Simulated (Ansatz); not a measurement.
HBrF2GeO (SMILES [OH][Ge]([F])([F])[Br]), singlet, at a GFN2-xTB geometry; CASSCF(4,4)/STO-3G (Ansatz, an electronic-structure program).

Input for Ansatz:
Ansatz 0.2 input:
```yaml
crystal:
  periodic: [false, false, false]
  atoms:
    - {symbol: O, position_ang: [1.99255637, -0.05476026, -0.31499589]}
    - {symbol: Ge, position_ang: [0.38660635, -0.49690008, 0.01715338]}
    - {symbol: F, position_ang: [0.32630894, -1.32569157, 1.52939722]}
    - {symbol: F, position_ang: [-0.09653501, -1.74450120, -1.07256145]}
    - {symbol: Br, position_ang: [-0.94428945, 1.27721840, -0.05212392]}
    - {symbol: H, position_ang: [2.67031119, -0.73202427, -0.31612574]}
basis:
  gaussian:
    orbitals: STO-3G
hamiltonian:
  xc: hf
magnetization: {spin_polarized: false}
correlation: {active_space: {window: {electrons: 4, orbitals: 4}}}
```

### Question
Write the output that Ansatz gives for this input, abridged.

### Answer

```
Functional definition: HF
598 factors; integrals over basis functions are off by at most 5.0e-5 eV
mean field evaluation 1: about -132434.3784 eV, gradient 2.8e1 eV
mean field evaluation 2: about -132434.4481 eV, gradient 2.8e1 eV
mean field evaluation 4: about -132438.1139 eV, gradient 1.7e0 eV
mean field evaluation 8: about -132438.1320 eV, gradient 3.2e-4 eV
mean field -132438.13195484 eV, -4867.0115795503 hartree, gradient 2.9e-6 eV, S^2 0.000000; 0 other end points of the search recorded, 0 dependent functions left out
reference -132438.13195484 eV, -4867.0115795503 hartree; 47, 47 occupied and 5, 5 virtual orbitals, 598 factors
state -132439.13273212 eV, -4867.0483574369 hartree
Total energy: -132439.13273212 eV, -4867.0483574369 hartree
```
